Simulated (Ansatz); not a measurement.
A run on CH$_{8}$O$_{2}$Si$_{2}$, SMILES `CO[SiH2][SiH2]O` with other settings.

```yaml
crystal:
  periodic: [false, false, false]
  atoms:
    - {symbol: C, position_ang: [-0.976935, 1.535653, -1.341839]}
    - {symbol: O, position_ang: [-0.144993, 0.679266, -0.589613]}
    - {symbol: Si, position_ang: [-0.743945, -0.479697, 0.437571]}
    - {symbol: Si, position_ang: [1.289140, -1.377719, 1.211542]}
    - {symbol: O, position_ang: [2.441756, -0.545094, 0.370275]}
    - {symbol: H, position_ang: [-0.344565, 2.201509, -1.931180]}
    - {symbol: H, position_ang: [-1.612865, 2.144197, -0.689209]}
    - {symbol: H, position_ang: [-1.617583, 0.966407, -2.024650]}
    - {symbol: H, position_ang: [-1.616768, -1.428334, -0.316366]}
    - {symbol: H, position_ang: [-1.603858, 0.154988, 1.480456]}
    - {symbol: H, position_ang: [1.467913, -1.182173, 2.676288]}
    - {symbol: H, position_ang: [1.407552, -2.835660, 0.939075]}
    - {symbol: H, position_ang: [2.075652, 0.131859, -0.207549]}
basis:
  gaussian: {orbitals: pcseg-2}
hamiltonian: {xc: {name: PBE0-DH}}
```

```sh
$ ansatz run in.yaml --threads 4 --pin off --events-out ev --progress --plain --max-ram 10444MiB
```

Shortened log:

```
Functional definition: PBE0-DH
1597 factors; integrals over basis functions are off by at most 1.1e-3 eV
mean field evaluation 1: about -20997.6758 eV, gradient 6.0e1 eV
mean field evaluation 2: about -20997.8409 eV, gradient 6.0e1 eV
mean field evaluation 4: about -21003.9536 eV, gradient 6.1e0 eV
mean field evaluation 8: about -21004.0357 eV, gradient 4.8e-1 eV
mean field evaluation 16: about -21004.0361 eV, gradient 7.8e-5 eV
mean field -21004.03611495 eV, -771.8840901774 hartree, gradient 3.5e-6 eV, S^2 0.000000; 0 other end points of the search recorded, 0 dependent functions left out
13 core orbitals not correlated: weight in the atoms' cores, before any rotation towards them, 1.000 or more for the frozen orbitals, at most 0.000 for the correlated occupied ones
reference -21004.03614895 eV, -771.8840914269 hartree; 16, 16 occupied and 241, 241 virtual orbitals, 1597 factors
second order -29.43047665 eV of doubles, -0.00000000 eV of singles
Total energy: -21007.71495853 eV, -772.0192851855 hartree
```

Run time 4.3 s (4 threads of an Intel Xeon Platinum 8488C on a shared host); peak host memory 0.72 GiB.
